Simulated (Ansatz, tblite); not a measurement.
Cost and result up the ladder for [SnBr3]- (SnBr3⁻) (4 atoms). Charge -1, multiplicity 1. Geometry: B3LYP-D4/def2-SVPD.

```
atom   x (Å)   y (Å)   z (Å)
 Sn1  -0.900  -0.366   0.071
 Br2  -0.385   2.039   1.185
 Br3   0.128   0.087  -2.384
 Br4   1.156  -1.760   1.129
```

Ansatz on 4 threads of Arm Neoverse V1 on a shared host; xTB runs through tblite on one thread. Times are rough, summed over both states, and most runs start from the orbitals of an earlier one. PBE0-D4/def2-TZVPD serves as the yardstick here, not as an exact answer. The other state is a doublet.

In the def2 sets Sn takes a core potential; there is no spin–orbit coupling. The xTB rows come from tblite.

Raw xTB energies of ions are shifted by several eV.

| level | functions | vertical IE (eV) | difference from PBE0-D4/def2-TZVPD (eV) |
| --- | --- | --- | --- |
| GFN1-xTB | 36 | 7.96 | 3.35 |
| PBE-D4/def2-TZVPD | 227 | 4.37 | -0.23 |
| r2SCAN-D4/def2-TZVPD | 227 | 4.53 | -0.08 |
| PBE0-D4/def2-TZVPD | 227 | 4.60 | 0.00 |
| GFN2-xTB | 36 | 9.34 | 4.73 |

Task: Estimate how long each takes.

Result: GFN1-xTB 0.009 s; GFN2-xTB 0.014 s; PBE-D4/def2-TZVPD 9.6 s; PBE0-D4/def2-TZVPD 21 s; r2SCAN-D4/def2-TZVPD 22 s. On shared hardware such times vary by a factor of up to 3.
